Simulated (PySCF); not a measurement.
B(F)(Me)(OMe) (C2H6BFO), SMILES COB(C)F.

Geometry: r2SCAN-D4/def2-SVP. Other conformers were not sampled.

Two levels are set side by side: PBE/def2-TZVP (PySCF) and B3LYP/def2-TZVP (PySCF). Same geometry, gas phase. Differences are taken from unrounded values.

```csv
quantity,B3LYP,PBE,PBE minus B3LYP
orbital gap (eV),9.19,7.26,-1.93
highest occupied level (eV),-8.78,-7.43,1.36
lowest empty level (eV),0.40,-0.17,-0.57
dipole moment (D),2.78,2.65,-0.13
mean polarisability (bohr³),42.1,43.7,1.6
```

PBE's occupied levels lie high since its potential decays too fast outside the molecule; exact exchange lowers them and widens the gap. Loosely held outer electrons make PBE densities more polarisable. Differences between two approximate levels are no errors against the true value.

Rough cost on one machine, each run with all the roots and properties that it gave: B3LYP against PBE within a factor of 2.
